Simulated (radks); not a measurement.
Spherical quantum dot in the effective-mass picture: electrons in a parabolic well V = omega^2 r^2 / 2 with omega = 0.121, all in effective atomic units (hartree* = m*/eps^2 hartree, bohr* = eps/m* bohr), one dielectric constant everywhere. Method: non-relativistic Kohn-Sham, LDA (Slater exchange, Perdew-Wang correlation), spin-polarised, spherical densities; computed with a radial shooting solver with Libxc functionals. Levels are named by radial order and angular momentum (1s, 1p, 1d, 2s, ...), and open shells are averaged over m. Results are scaled to m* = 0.541 and eps = 13.6, for which hartree* = 79.59 meV and bohr* = 1.33 nm.

N = 7, configuration 1s2 1p(up 3, down 2). This is the lowest configuration that the search found. Occupied and some empty levels:

level    occupation  eigenvalue (meV)  <r> (nm)
1s up             1            95.985     6.952
1s down           1            96.542     6.957
1p up             3            99.755     8.147
1p down           2            100.31     8.185
1d up             0            104.61     9.047
1d down           0            105.12     9.095
2s up             0            107.30     7.565
2s down           0            107.66     7.578
1f up             0            110.27     9.805
1f down           0            110.71     9.854

Energy (meV): total 416.544, kinetic 38.294, external 154.11, Hartree 297.98, exchange-correlation -73.840.

Electron density:

r (nm)  n(r) (e/nm^3)
0.738        0.001044
1.56         0.001158
2.38         0.001333
3.20         0.001539
4.03         0.001736
4.85         0.001879
5.67         0.001928
6.49         0.001857
7.31         0.001662
8.13         0.001369
8.96         0.001028
9.78        0.0006982
10.6        0.0004262
11.4        0.0002329
12.2        0.0001137
13.1       0.00004967
13.9       0.00001937
14.7        6.751e-06
15.5        2.109e-06
16.3        6.034e-07
